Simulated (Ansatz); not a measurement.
Calculated with Ansatz (gas phase, PBE0-D4/def2-TZVP geometries, no zero-point term in ΔE). CCSD(T)/CBS is the MP2 limit (def2-TZVPP, def2-QZVPP) plus CCSD(T) − MP2 in def2-TZVPP, frozen cores. This one scheme is used for every species. DFT in def2-TZVPP. Elements past krypton have def2 core potentials. For Te outer-core shells are correlated without core-valence functions, which leaves a few kJ/mol of doubt a bond. One conformer a species, not always the lowest.

`[OH][Al]([F])[TeH]` + `COC[SiH2]F` → `C[O][Al]([OH])[F]` + `F[SiH2]C[TeH]`  (redistribution)

**Question.** Is it downhill or uphill in electronic energy at CCSD(T)/CBS, and by how much? (An estimate is asked.)

**Answer.** The calculation gave: Downhill: ΔE = -91.4 kJ/mol.

**Question.** What do these levels give: r2SCAN-D4, B2PLYP, PBE, PBE0, CCSD/def2-TZVPP, CCSD(T)/def2-TZVPP, HF/def2-QZVPP, MP2/def2-QZVPP, SCS-MP2/def2-QZVPP, HF/CBS(def2), MP2/CBS(def2), CCSD/CBS(def2)? (Best estimate.)

**Answer.** Computed: r2SCAN-D4 -81.6, B2PLYP -89.0, PBE -69.7, PBE0 -72.8, CCSD/def2-TZVPP -90.4, CCSD(T)/def2-TZVPP -89.8, HF/def2-QZVPP -85.4, MP2/def2-QZVPP -98.5, SCS-MP2/def2-QZVPP -97.6, HF/CBS(def2) -85.6, MP2/CBS(def2) -98.5, CCSD/CBS(def2) -92.0 kJ/mol.

Largest T1 diagnostic among the species: 0.012.

In def2-TZVPP, CCSD(T) changes the Hartree–Fock value by −6.4 kJ/mol (the triples alone add +0.6 kJ/mol) and MP2 by −13.5 kJ/mol. From PBE to PBE0 (25 % exact exchange), in def2-TZVPP and without D4, ΔE moves by −3.0 kJ/mol.
